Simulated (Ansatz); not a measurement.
Basis-set extrapolation for C2H6BFS, SMILES `CBSCF` (PBE0-D4/def2-TZVP geometry, frozen core, Ansatz 0.2.0). Multiplicity 1, RHF reference.

```
                      def2-TZVPP   def2-QZVPP
                 HF  -600.997418  -601.017795
    MP2 correlation    -0.872536    -0.941184
CCSD(T) correlation    -0.956520      not run
```

Energies in hartree. Use E(X) = E(∞) + A·exp(−7.88·√X) for Hartree–Fock and E(X) = E(∞) + B·X^(−2.97) for correlation, with X = 3 and 4, and add CCSD(T) minus MP2 of the smaller set to the MP2 limit.

Task: What is the CCSD(T) energy at the basis-set limit?

Result: HF limit: -601.017795 + (-0.020377) × 0.13774 = -601.02060. MP2 limit: -0.941184 + (-0.068648) × 0.74074 = -0.99203. Higher-order term: -0.956520 − (-0.872536) = -0.08398. Total: -602.09661 hartree, 3.88 eV below CCSD(T)/def2-TZVPP.
